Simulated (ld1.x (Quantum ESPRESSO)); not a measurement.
u(r) = r·R(r): atom against pseudo-atom (Fe)

Columns: radius, all-electron u(r) and pseudo u(r) of the 3p shell (level -60.04 eV) of iron in the configuration [Ne] 3s2 3p6 3d6 4s2 4p0; PBE, scalar-relativistic, RRKJ scheme, ld1.x (Quantum ESPRESSO) 7.5.

```
r (bohr)  all-electron   pseudo
   0.085        0.4748  -0.0253
   0.170        0.5759  -0.1112
   0.255        0.2331  -0.2729
   0.340       -0.2330  -0.5030
   0.425       -0.6402  -0.7582
   0.510       -0.9277  -0.9768
   0.595       -1.0935  -1.1142
   0.680       -1.1597  -1.1654
   0.765       -1.1542  -1.1543
   0.850       -1.1018  -1.1018
   0.935       -1.0219  -1.0219
   1.020       -0.9285  -0.9285
   1.105       -0.8308  -0.8308
   1.190       -0.7349  -0.7349
   1.275       -0.6442  -0.6442
   1.360       -0.5608  -0.5608
   1.445       -0.4855  -0.4855
   1.530       -0.4184  -0.4184
   1.615       -0.3593  -0.3593
   1.700       -0.3076  -0.3076
   1.785       -0.2627  -0.2627
   1.870       -0.2239  -0.2239
   1.955       -0.1905  -0.1905
   2.040       -0.1618  -0.1618
   2.125       -0.1373  -0.1373
   2.210       -0.1164  -0.1164
```

Problem. How many radial nodes do the two functions have?

Solution. The all-electron 3p function has n − l − 1 = 1; the pseudo-wave has 0, since the states of the same l below it are removed with the core.

Problem. At about which radius was the pseudo-wave matched?

Solution. 0.80 bohr, where the columns begin to agree (steps of 0.09 bohr).

Problem. Is the pseudo-wave norm-conserving?

Solution. Yes: the RRKJ scheme keeps the norm inside the radius equal to the all-electron one, which fixes the energy derivative of the logarithmic derivative at the level.
